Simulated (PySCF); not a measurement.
B(OH)2(SMe) (CH5BO2S), SMILES CSB(O)O.

Coordinates come from a B3LYP-D3(BJ)/def2-SVP optimisation. One conformer was computed; it need not be the lowest.

All values below come from ωB97X/def2-TZVP in PySCF.

Symmetry labels are those of the subgroup Cs that the program uses (full group Cs).

Computed valence orbital energies around the gap with their symmetry:
```tsv
orbital	symmetry	energy (eV)
HOMO−7	A"	-14.54
HOMO−6	A'	-14.29
HOMO−5	A"	-13.89
HOMO−4	A'	-12.83
HOMO−3	A'	-12.57
HOMO−2	A"	-12.19
HOMO−1	A'	-10.98
HOMO	A"	-9.11
LUMO	A'	2.19
LUMO+1	A'	3.04
LUMO+2	A"	3.52
LUMO+3	A'	4.02
```
